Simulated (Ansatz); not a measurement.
CH₆BFN₂, relaxed with RKS PBE0-D4/def2-TZVP in Ansatz from a PBE-D4/def2-SVP geometry. The force threshold is 0.005 eV/Å; the program also tests the step.

Total charge 0; spin multiplicity 1. The bonds changed during the relaxation, so this is another structure than the one it started from.

Start:

```xyz
11

B    -0.363    0.964    0.791
C    -0.370   -0.262   -0.190
N     0.042   -0.219   -1.527
N     0.787   -0.211    0.791
F    -1.121   -1.397    0.131
H    -1.067    0.900    1.780
H     0.051    2.035    0.387
H    -0.593    0.339   -2.103
H     0.151   -1.155   -1.938
H     0.778   -0.934    1.519
H     1.705   -0.060    0.359
```

```json
{"step": "1", "energy (eV)": "-7502.6905", "largest force (eV/Å)": "0.638", "largest move (Å)": "0.000"}
{"step": "2", "energy (eV)": "-7502.7297", "largest force (eV/Å)": "0.286", "largest move (Å)": "0.021"}
{"step": "3", "energy (eV)": "-7502.7351", "largest force (eV/Å)": "0.081", "largest move (Å)": "0.010"}
{"step": "4", "energy (eV)": "-7502.7353", "largest force (eV/Å)": "0.014", "largest move (Å)": "0.004"}
{"step": "5", "energy (eV)": "-7502.7354", "largest force (eV/Å)": "0.014", "largest move (Å)": "0.003"}
{"step": "6", "energy (eV)": "-7502.7354", "largest force (eV/Å)": "0.007", "largest move (Å)": "0.004"}
{"step": "7", "energy (eV)": "-7502.7354", "largest force (eV/Å)": "0.003", "largest move (Å)": "0.001"}
```

End:

```xyz
11

B    -0.361    0.960    0.788
C    -0.368   -0.256   -0.181
N     0.035   -0.218   -1.514
N     0.780   -0.214    0.779
F    -1.116   -1.379    0.128
H    -1.047    0.892    1.764
H     0.047    2.010    0.386
H    -0.590    0.329   -2.085
H     0.171   -1.138   -1.915
H     0.767   -0.919    1.501
H     1.681   -0.065    0.349
```

Run time 25 s (4 threads of an Intel Xeon Platinum 8259CL on a shared host); peak host memory 0.46 GiB.
